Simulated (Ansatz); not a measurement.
A nudged elastic band was laid between two geometries of H$_{4}$NPZn (7 atoms, charge 0, multiplicity 1).

Level of theory: RKS LDA/def2-SVP (Ansatz).

```
movable images  : 5
climbing image  : yes
spring          : 5.0 eV/Å²
optimiser       : quadratic models (default)
start path      : through a guess of the saddle point
force threshold : 0.05 eV/Å
iteration limit : 60
end points      : relaxed
```

Initial state:

```xyz
7
Properties=species:S:1:pos:R:3
P -1.380 0.669 -0.148
N -0.063 0.117 0.789
Zn 1.418 -0.695 0.179
H -1.629 -0.464 -1.026
H -0.713 1.373 -1.233
H -0.210 0.305 1.785
H 2.639 -1.373 -0.392
```

Final state:

```xyz
7
Properties=species:S:1:pos:R:3
P -1.091 0.454 -0.135
N 0.217 -0.315 0.711
Zn 1.985 0.864 -0.588
H -1.471 -0.627 -1.015
H -0.237 1.067 -1.175
H 0.146 -0.253 1.733
H 0.511 -1.257 0.423
```

Which bonds break or form, and what moves?

Bonds broken: N2–Zn3, Zn3–H7. Bonds formed: N2–H7. H4NPZn becomes H4NP + Zn.

What energy profile does the band end with?

The run converged. The highest image is number 4 of 0 to 6, 52.2 kcal/mol above the first end and 48.7 kcal/mol above the last; the last end lies 3.4 kcal/mol above the first. Neighbouring images differ by up to 1.9 eV, so the band resolves the path poorly. A vibrational analysis at the climbing image gives one clearly imaginary mode, 865i cm⁻¹: a first-order saddle point. The orbitals stay closed-shell, which can raise the energy where a bond breaks towards radicals; this wasn't checked here.

```csv
image,path coordinate (Å),energy (kcal/mol),N2–Zn3 (Å),Zn3–H7 (Å),N2–H7 (Å)
0,0.00,0.0,1.80,1.51,3.30
1,0.63,1.3,1.79,1.50,3.28
2,1.26,14.7,1.78,1.48,3.06
3,1.89,38.6,1.83,1.52,2.51
4,2.52,52.2,1.97,1.60,1.86
5,3.35,8.1,2.29,2.15,1.06
6,4.18,3.4,2.49,2.77,1.03
```

What is the geometry of the highest image?


```xyz
7
Properties=species:S:1:pos:R:3
P -1.105 0.703 -0.226
N 0.131 0.002 0.743
Zn 1.925 0.269 -0.021
H -1.766 -0.466 -0.793
H -0.226 0.901 -1.382
H -0.192 -0.273 1.687
H 1.294 -1.205 -0.055
```

Run time: 45 s on 2 threads of Intel(R) Xeon(R) 6975P-C (Granite Rapids), with other jobs on the host, peak memory 0.14 GiB.
